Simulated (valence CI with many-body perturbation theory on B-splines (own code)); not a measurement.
The numbers below are computed, except where a source is named.
# Basis-set convergence for Ag³³⁺

Method: configuration interaction combined with many-body perturbation theory (CI+MBPT): four valence electrons over a frozen Dirac-Fock core [Ne], radial functions for each j: 9 s, 9 p, 8 d, 6 f, 3 g, 1 h, with the one-electron correlation potential Σ1 (screened to all orders), the two-electron term Σ2, the three-electron term Σ3, Breit, model QED; selected single and double excitations, second order for the rest, scaled by the run's own slope (own B-spline code, finite nucleus).

No measured spectrum was set against this ion. As an estimate, large intervals hold to a few tenths of a per cent, small ones and those within an open d or f shell to about a per cent.

The reference run has the lowest level (3s^2 3p1/2^2) J=0 and an ionisation energy of 2075.51 eV. Its largest variational space holds 20142 state functions.

Levels are named by their leading jj configuration (3d3/2^4 stands for four electrons in 3d with j = 3/2), which in mixed levels can hold well under half, so a name can repeat and another be missing. Letters in brackets count levels of one name in rising energy.

Changed runs:
A. basis 6 s, 6 p, 5 d, 3 f, 1 g
B. basis 5 s, 5 p, 4 d, 2 f

Excitation energies of the reference run in cm⁻¹, and shifts in cm⁻¹:

```
                     Level  Reference       A      B
    (3s^2 3p1/2 3p3/2) J=1     293461     -74   -212
    (3s^2 3p1/2 3p3/2) J=2     335830     +21   +118
        (3s^2 3p3/2^2) J=2     660224     -16   +9.0
        (3s^2 3p3/2^2) J=0     755803    +104   +345
    (3s 3p1/2^2 3p3/2) J=2     947889    -153   -456
    (3s 3p1/2^2 3p3/2) J=1    1084050    +8.2    +50
(3s 3p1/2 3p3/2^2) J=2 [a]    1216100    -148   -456
    (3s^2 3p1/2 3d3/2) J=2    1271390    +144   +298
    (3s 3p1/2 3p3/2^2) J=3    1287050     -54   -153
    (3s 3p1/2 3p3/2^2) J=0    1383420    +7.4    +83
(3s 3p1/2 3p3/2^2) J=1 [a]    1404130     +49   +176
(3s 3p1/2 3p3/2^2) J=2 [b]    1430600    +120   +338
    Ionisation energy (eV)    2075.51  -0.029  -0.09
```
